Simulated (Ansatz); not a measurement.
Computed with Ansatz on PBE0-D4/def2-TZVP structures; ΔE is electronic, products minus reactants. CCSD(T)/CBS adds triple-zeta CCSD(T) − MP2 to the extrapolated MP2 energy (def2 sets, frozen cores). This one scheme is used for every species. Functionals use def2-TZVPP. B3LYP here is the variant with VWN-RPA as its local correlation; programs differ in this. HSE06 is defined as in plane-wave codes. Elements past krypton have def2 core potentials. For In, Sn outer-core shells are correlated without core-valence functions, which leaves a few kJ/mol of doubt a bond. One conformer a species, not always the lowest.

`[NH2][InH][SnH2][OH]` + HCl → `[NH2][InH][Cl]` + `[OH][SnH3]`  (cleavage of the In–Sn bond)

```
             level  ΔE (kJ/mol)  difference from CCSD(T)/CBS
            PBE-D4        -39.2                          6.1
         revPBE-D4        -42.4                          2.9
          BHLYP-D4        -53.9                         -8.6
           ωB97X-V        -56.8                        -11.5
            revPBE        -42.8                          2.5
              BLYP        -43.8                          1.5
              PBE0        -47.7                         -2.4
             B3LYP        -49.0                         -3.7
           r2SCANh        -52.7                         -7.4
             HSE06        -47.7                         -2.4
           LC-ωPBE        -57.6                        -12.3
       HF/def2-SVP        -73.0                        -27.7
      MP2/def2-SVP        -55.7                        -10.4
    MP2/def2-TZVPP        -47.3                         -2.0
     HF/def2-QZVPP        -75.3                        -30.0
SCS-MP2/def2-QZVPP        -50.0                         -4.7
       CCSD(T)/CBS        -45.3                            0
```

Largest T1 diagnostic among the species: 0.015.

At CCSD(T), def2-SVP lies −3.7 kJ/mol from the extrapolated value and def2-TZVPP −4.3 kJ/mol. From PBE to PBE0 (25 % exact exchange), in def2-TZVPP and without D4, ΔE moves by −6.8 kJ/mol.

CCSD(T)/CBS has its own doubt, a few kJ/mol and more with outer-core shells, so smaller differences from it don't rank the levels.
